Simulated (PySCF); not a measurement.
**Ionisation energy of Sb¹⁹⁺ by level of theory**

Sb¹⁹⁺ [Ar] 3d10 4s2 4p2 [4p1/2^2, M_J = 0] → Sb²⁰⁺ [Ar] 3d10 4s2 4p1 [4p1/2^1, M_J = 1/2], as a difference of total energies. Calculation: PySCF 2.14, in an uncontracted even-tempered set (18 s from 1.2 bohr⁻², ratio 2.8; 13 p from 1.5 bohr⁻², ratio 2.8; 9 d from 2.7 bohr⁻², ratio 2.8; 4 f from 8 bohr⁻², ratio 3); the two-component X2C-1e Hamiltonian. Correlated levels: [Ne] frozen; the 86 highest virtual spinors dropped. "Screened" scales the spin-orbit matrix elements by Boettger's factors to mimic the two-electron term; Breit and QED terms are absent.

```json
{"method": "GHF (screened spin-orbit)", "ionisation energy (eV)": "549.20"}
{"method": "GMP2 (screened spin-orbit)", "ionisation energy (eV)": "550.81"}
```

Question: How much does correlation contribute at GMP2 (screened spin-orbit)?

Answer: 550.81 − (549.20) = 1.61 eV, measured against GHF (screened spin-orbit).

Breit and QED terms and the two-electron picture change are absent.

The labels give the starting determinants; with spin-orbit coupling the two ends relaxed to ⟨J²⟩ = 0.00, ⟨L²⟩ = 1.34, ⟨S²⟩ = 1.34 and ⟨J²⟩ = 0.75, ⟨L²⟩ = 2.02, ⟨S²⟩ = 0.76.

For comparison: 552 ± 4 eV (theoretical estimate listed by NIST; NIST Atomic Spectra Database, ionization energies).
